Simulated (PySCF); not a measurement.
ClH3S2Si. Atoms are numbered in the order given.

```xyz
7

Si     0.1973     0.0994    -0.4791
S     -0.9470     1.7095     0.3720
S     -0.9637    -1.6897    -0.7252
Cl     1.7939    -0.1170     0.8339
H      0.7431     0.3762    -1.8446
H     -1.9693     1.5467    -0.5169
H     -1.4608    -1.6421     0.5438
```
Charge 0, spin multiplicity 1.

The structure is a stationary point at PBE-D3(BJ)/def2-SVP. The values are those of a single conformer.

Level of theory: PySCF with ωB97X/def2-TZVP.

ESP charges are fitted to the potential on shells at 1.4 to 2.0 van der Waals radii. Atomic charges (e):

```csv
atom,Mulliken,Löwdin,IAO,ESP fit
Si1,0.41,-0.57,0.84,0.04
S2,-0.27,0.13,-0.30,-0.20
S3,-0.28,0.14,-0.30,-0.20
Cl4,-0.22,0.21,-0.32,-0.07
H5,0.00,-0.04,-0.13,0.07
H6,0.17,0.06,0.10,0.18
H7,0.17,0.06,0.11,0.18
```

Computed Mayer and Wiberg (Löwdin basis) orders of the bonds:
```csv
bond,Mayer,Wiberg
Si1–S2,1.18,1.64
Si1–S3,1.19,1.66
Si1–Cl4,1.17,1.81
Si1–H5,0.94,0.94
S2–H6,0.94,1.00
S3–H7,0.94,1.00
```
